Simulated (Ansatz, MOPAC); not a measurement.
System: C2H7GeO, charge 0, multiplicity 2. SMILES: [GeH3][O][CH]C

Atoms: C1, C2, O3, Ge4, H5, H6, H7, H8, H9, H10, H11. Bonds: C1-C2, C1-H5, C1-H6, C1-H7, C2-O3, C2-H8, O3-Ge4, Ge4-H9, Ge4-H10, Ge4-H11.

Bond lengths (Å) and angles (degrees) optimised at PM6 with MOPAC; MNDO with MOPAC; HF/6-31G* with LANL2DZ past Ar with Ansatz (a first-principles code), each started from the B3LYP-D3(BJ)/def2-TZVP structure (Ansatz) of the last column. A row stands for all coordinates that are equal there; 11 of 26 kinds are shown. 6-31G* holds six Cartesian d functions. No wavenumbers were computed at MNDO, so these may be saddle points.

```json
[
 {"coordinate": "C1-C2", "PM6": "1.478", "MNDO": "1.492", "HF/6-31G* with LANL2DZ past Ar": "1.494", "B3LYP-D3(BJ)/def2-TZVP": "1.482"},
 {"coordinate": "C1-H5", "PM6": "1.101", "MNDO": "1.111", "HF/6-31G* with LANL2DZ past Ar": "1.085", "B3LYP-D3(BJ)/def2-TZVP": "1.094"},
 {"coordinate": "C1-H6", "PM6": "1.098", "MNDO": "1.110", "HF/6-31G* with LANL2DZ past Ar": "1.085", "B3LYP-D3(BJ)/def2-TZVP": "1.091"},
 {"coordinate": "C1-H7", "PM6": "1.099", "MNDO": "1.111", "HF/6-31G* with LANL2DZ past Ar": "1.090", "B3LYP-D3(BJ)/def2-TZVP": "1.101"},
 {"coordinate": "C2-O3", "PM6": "1.321", "MNDO": "1.320", "HF/6-31G* with LANL2DZ past Ar": "1.362", "B3LYP-D3(BJ)/def2-TZVP": "1.364"},
 {"coordinate": "C2-H8", "PM6": "1.069", "MNDO": "1.095", "HF/6-31G* with LANL2DZ past Ar": "1.082", "B3LYP-D3(BJ)/def2-TZVP": "1.089"},
 {"coordinate": "O3-Ge4", "PM6": "1.856", "MNDO": "1.813", "HF/6-31G* with LANL2DZ past Ar": "1.761", "B3LYP-D3(BJ)/def2-TZVP": "1.804"},
 {"coordinate": "Ge4-H9", "PM6": "1.514", "MNDO": "1.484", "HF/6-31G* with LANL2DZ past Ar": "1.526", "B3LYP-D3(BJ)/def2-TZVP": "1.531"},
 {"coordinate": "C1-C2-O3", "PM6": "115.1", "MNDO": "119.9", "HF/6-31G* with LANL2DZ past Ar": "114.5", "B3LYP-D3(BJ)/def2-TZVP": "115.5"},
 {"coordinate": "C2-O3-Ge4", "PM6": "123.4", "MNDO": "131.2", "HF/6-31G* with LANL2DZ past Ar": "121.7", "B3LYP-D3(BJ)/def2-TZVP": "119.2"},
 {"coordinate": "C2-C1-H5", "PM6": "111.1", "MNDO": "111.9", "HF/6-31G* with LANL2DZ past Ar": "110.4", "B3LYP-D3(BJ)/def2-TZVP": "111.0"}
]
```

Mean signed difference of all 10 bond lengths from B3LYP-D3(BJ)/def2-TZVP: PM6 -0.007 Å, MNDO -0.013 Å, HF/6-31G* with LANL2DZ past Ar -0.008 Å.
